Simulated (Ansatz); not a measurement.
Basis-set extrapolation for C₂H₆BCl₂N, SMILES `CN(C)B(Cl)Cl` (PBE0-D4/def2-TZVP geometry, frozen core, the Gaussian-basis code of Ansatz). Multiplicity 1, RHF reference.

|  | def2-TZVPP | def2-QZVPP |
| --- | --- | --- |
| HF | -1077.570174 | -1077.602789 |
| MP2 correlation | -1.038701 | -1.120756 |
| CCSD(T) correlation | -1.144433 | not run |

Energies in hartree. Use E(X) = E(∞) + A·exp(−7.88·√X) for Hartree–Fock and E(X) = E(∞) + B·X^(−2.97) for correlation, with X = 3 and 4, and add CCSD(T) minus MP2 of the smaller set to the MP2 limit.

Q: What is the CCSD(T) energy at the basis-set limit?

A: HF limit: -1077.602789 + (-0.032615) × 0.13774 = -1077.60728. MP2 limit: -1.120756 + (-0.082055) × 0.74074 = -1.18154. Higher-order term: -1.144433 − (-1.038701) = -0.10573. Total: -1078.89455 hartree, 472.4 kJ/mol below CCSD(T)/def2-TZVPP.
